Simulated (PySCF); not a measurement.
Question: What does the GFN2-xTB structure of InChI=1S/C5H12Si/c1-2-4-6-5-3-1/h1-6H2 look like in three dimensions?

Answer: 
```
atom  x, y, z in Å
C1    -1.3339   -0.5818   -0.0038
C2    -1.1890    0.9040    0.3202
C3    -0.0595    1.5686   -0.4652
Si4    1.5912    0.6828   -0.1496
C5     1.1301   -1.1581   -0.2433
C6    -0.1712   -1.4289    0.5096
H7    -1.4200   -0.7067   -1.0863
H8    -2.2604   -0.9501    0.4453
H9    -2.1345    1.4078    0.0961
H10   -1.0053    1.0175    1.3918
H11   -0.0024    2.6233   -0.1933
H12   -0.3042    1.5358   -1.5289
H13    2.5923    1.0392   -1.1611
H14    2.0954    1.0136    1.1908
H15    1.9211   -1.7884    0.1651
H16    1.0029   -1.4590   -1.2854
H17   -0.4351   -2.4866    0.4124
H18   -0.0264   -1.2267    1.5740
```

Any rigid rotation of these coordinates is as good. Atoms count from 1 in this order. Si4 (SiH2 silicon) is distorted tetrahedral (angles from 103.5° to 111.5°). Of the pairs four or more bonds apart, H10···H18 is among the closest relative to their van der Waals radii: 2.46 Å, 102 % of the sum of Bondi's values. The 6-membered ring C1–C2–C3–Si4–C5–C6 has internal angles of 103.5° to 113.3° (sum 663°, against 720° for a flat polygon); it is puckered, 0.25 Å rms from its mean plane, widest ring torsion 69°. All 4 C–C bonds measure 1.527 to 1.528 Å.

Bonds between heavy atoms (Å): C1–C2 1.528, C2–C3 1.528, C3–Si4 1.900, Si4–C5 1.900, C5–C6 1.528, C1–C6 1.527.

Computed geometry: GFN2-xTB, gas phase.

Point group: Cs (every atom within 0.08 Å of its image). No GFN2-xTB frequencies stand behind this structure, so it isn't proved a minimum. The numbers are those of one conformer (C6–C1–C2–C3 69°, C1–C2–C3–Si4 -57°, C2–C3–Si4–C5 44°, C3–Si4–C5–C6 -44°).
